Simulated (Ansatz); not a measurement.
Ansatz results at the PBE0-D4/def2-TZVP geometry: LUMO energy (ωB97M-V/def2-TZVPP) -0.07 eV; HOMO energy (B3LYP/def2-TZVPP) -7.54 eV; HOMO energy (PBE/def2-TZVPP) -6.38 eV.

Each molecule was computed in one conformer, which needn't be the lowest.

Question: Which molecule gave them?
A. `C[O][W]([F])(=[S])=[S]`
B. `C[O][W]([OH])([Cl])([O]C)([O]C)[O]C`
C. `[CH3][W]([NH2])(=[S])=[S]`
D. `[NH2][W](=[O])(=[O])[Cl]`

Answer: B. The others give `C[O][W]([F])(=[S])=[S]`: -0.61, -7.00, -6.14; `[CH3][W]([NH2])(=[S])=[S]`: -0.41, -6.86, -6.00; `[NH2][W](=[O])(=[O])[Cl]`: 0.08, -8.70, -7.50.

B3LYP here is the variant with VWN-RPA as its local correlation; programs differ in this.
